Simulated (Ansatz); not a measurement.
`[NH2][Al]([NH2])[Br]` + `F[Si](F)([SiH3])Cl` → `[NH2][Al]([F])[Br]` + `N[Si](F)([SiH3])Cl`  (redistribution)

Gas-phase electronic energies from Ansatz, PBE0-D4/def2-TZVP geometries. CCSD(T)/CBS adds triple-zeta CCSD(T) − MP2 to the extrapolated MP2 energy (def2 sets, frozen cores). DFT in def2-TZVPP. HSE06 is defined as in plane-wave codes. For Br outer-core shells are correlated without core-valence functions, which leaves a few kJ/mol of doubt a bond. Scalar relativity is left out up to krypton. One conformer a species, not always the lowest.

```json
{"level": "LDA (SPW92)", "ΔE (kcal/mol)": "-2.9", "difference from CCSD(T)/CBS": "0.1"}
{"level": "B97M-V", "ΔE (kcal/mol)": "-2.6", "difference from CCSD(T)/CBS": "0.4"}
{"level": "PBE0-D4", "ΔE (kcal/mol)": "-3.3", "difference from CCSD(T)/CBS": "-0.3"}
{"level": "r2SCAN0-D4", "ΔE (kcal/mol)": "-2.9", "difference from CCSD(T)/CBS": "0.1"}
{"level": "HSE06-D4", "ΔE (kcal/mol)": "-3.3", "difference from CCSD(T)/CBS": "-0.3"}
{"level": "ωB97M-V", "ΔE (kcal/mol)": "-2.7", "difference from CCSD(T)/CBS": "0.3"}
{"level": "PBE-QIDH", "ΔE (kcal/mol)": "-3.1", "difference from CCSD(T)/CBS": "-0.1"}
{"level": "PBE", "ΔE (kcal/mol)": "-3.1", "difference from CCSD(T)/CBS": "-0.1"}
{"level": "r2SCAN", "ΔE (kcal/mol)": "-2.7", "difference from CCSD(T)/CBS": "0.3"}
{"level": "r2SCAN0", "ΔE (kcal/mol)": "-2.8", "difference from CCSD(T)/CBS": "0.2"}
{"level": "HSE06", "ΔE (kcal/mol)": "-3.0", "difference from CCSD(T)/CBS": "0.0"}
{"level": "CAM-B3LYP", "ΔE (kcal/mol)": "-2.4", "difference from CCSD(T)/CBS": "0.6"}
{"level": "LC-ωPBE", "ΔE (kcal/mol)": "-3.1", "difference from CCSD(T)/CBS": "-0.1"}
{"level": "MP2/def2-SVP", "ΔE (kcal/mol)": "-6.3", "difference from CCSD(T)/CBS": "-3.3"}
{"level": "HF/def2-QZVPP", "ΔE (kcal/mol)": "-2.0", "difference from CCSD(T)/CBS": "1.0"}
{"level": "MP2/CBS(def2)", "ΔE (kcal/mol)": "-3.4", "difference from CCSD(T)/CBS": "-0.4"}
{"level": "CCSD(T)/CBS", "ΔE (kcal/mol)": "-3.0", "difference from CCSD(T)/CBS": "0"}
```

Largest T1 diagnostic among the species: 0.012.

Leaving LDA and LC-ωPBE aside and taking each functional with its dispersion term where it has one, the values, not all of them listed here, spread over 1.3 kcal/mol, from revPBE-D4 to B97M-V. At CCSD(T), def2-SVP lies −3.0 kcal/mol from the extrapolated value and def2-TZVPP +0.3 kcal/mol.
